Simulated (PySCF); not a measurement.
C₅H₁₃BN₂Si₂.
Atom-mapped SMILES: `[SiH3:1][N:2]([SiH3:3])[BH2-:4][n+:5]1[cH:6][cH:7][cH:8][cH:9][cH:10]1` (hydrogens: H11, H12, H13 on Si1; H14, H15, H16 on Si3; H17, H18 on B4; H19 on C6; H20 on C7; H21 on C8; H22 on C9; H23 on C10)

Computed with PySCF at PBE0/pcSseg-1, non-relativistic, on one gas-phase PBE0-D3(BJ)/def2-SVP geometry that isn't relaxed in the solvent. The solvent is an IEF-PCM continuum (cavity from Bondi-type radii × 1.2). Specific hydrogen bonds and non-electrostatic terms are outside this model.

Gas phase at PBE0/pcSseg-1: HOMO -6.71 eV, LUMO -2.10 eV, dipole 6.80 D.

Task: What does the continuum do to the energy, the frontier levels and the dipole at PBE0/pcSseg-1 in methanol and dimethylsulfoxide?

Result: 
```
          solvent      ε  E(solvent) − E(gas) (kJ/mol)  polarisation term (kJ/mol)  distortion of the solute (kJ/mol)  HOMO (eV)  LUMO (eV)  dipole (D)
         methanol  32.61                        -29.14                      -34.89                               5.75      -6.94      -1.65        8.51
dimethylsulfoxide  46.83                        -29.59                      -35.53                               5.94      -6.94      -1.64        8.54
```

The polarisation term is half the interaction of the solute with the surface charges that it induces; the rest is the cost of distorting the solute's density. The sum is the electrostatic part of solvation alone. From methanol to dimethylsulfoxide the lowering changes by a factor 1.02, Onsager's factor (ε − 1)/(2ε + 1) by 1.01 and ε itself by 1.4.

Task: Which radius a makes the point-dipole formula ΔE = −[(ε − 1)/(2ε + 1)]·μ²/a³ give the value in dimethylsulfoxide, with the gas-phase dipole?

Result: μ = 2.676 au and |ΔE| = 0.01127 Eh give a = 3.57 Å; the farthest nucleus lies 4.47 Å from the centroid of the nuclei, so such a sphere wouldn't even hold the nuclei. The formula assumes a rigid point dipole at the centre of a sphere.

Task: Which Hirshfeld charges (PBE0/pcSseg-1) respond most in dimethylsulfoxide (means over atoms taken as equivalent)?

Result: 
| atoms | environment | gas (e) | solvent (e) | change |
| --- | --- | --- | --- | --- |
| H17/H18 | B–H hydrogen | -0.093 | -0.107 | -0.014 |
| H21 | aromatic hydrogen | +0.069 | +0.082 | +0.013 |
| H20/H22 | aromatic hydrogen | +0.068 | +0.079 | +0.011 |
| N5 | nitrogen bonded to B and 2 C | +0.013 | +0.002 | -0.011 |
| C8 | aromatic CH carbon | -0.012 | -0.001 | +0.011 |
| C7/C9 | aromatic CH carbon | -0.034 | -0.028 | +0.006 |

Conformer computed: `[SiH3:1][N:2]([SiH3:3])[BH2-:4][n+:5]1[cH:6][cH:7][cH:8][cH:9][cH:10]1`: Si1–N2–B4–N5 97°, N2–B4–N5–C6 4°.
